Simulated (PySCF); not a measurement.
BiH3Te3, SMILES [Bi]([TeH])([TeH])[TeH]. Heavy atoms are numbered as in [Bi:1]([TeH:2])([TeH:4])[TeH:6]. Hydrogens are named by the atom that carries them.

Coordinates come from a B3LYP-D3(BJ)/def2-SVP optimisation. The structure was generated by enumeration; whether it is a known compound was not checked. The def2 effective core potentials stand for the cores of Bi, Te; spin–orbit coupling is left out.

These are PBE/def2-TZVP (PySCF) values and carry that method's errors.

ESP charges are fitted to the potential on shells at 1.4 to 2.0 van der Waals radii. Atomic charges (e), one atom of each kind:

```csv
atom,ESP fit,Löwdin,Mulliken
Bi1,0.21,[?],0.37
Te2 (TeH),-0.14,[?],-0.18
H on Te2,0.07,[?],0.06
```

Task: Fill in the missing entries. (Estimate from the structure and the level; the computed values follow.)

Result: 
- Bi1, Löwdin: 0.13
- Te2 (TeH), Löwdin: -0.04
- H on Te2, Löwdin: 0.00
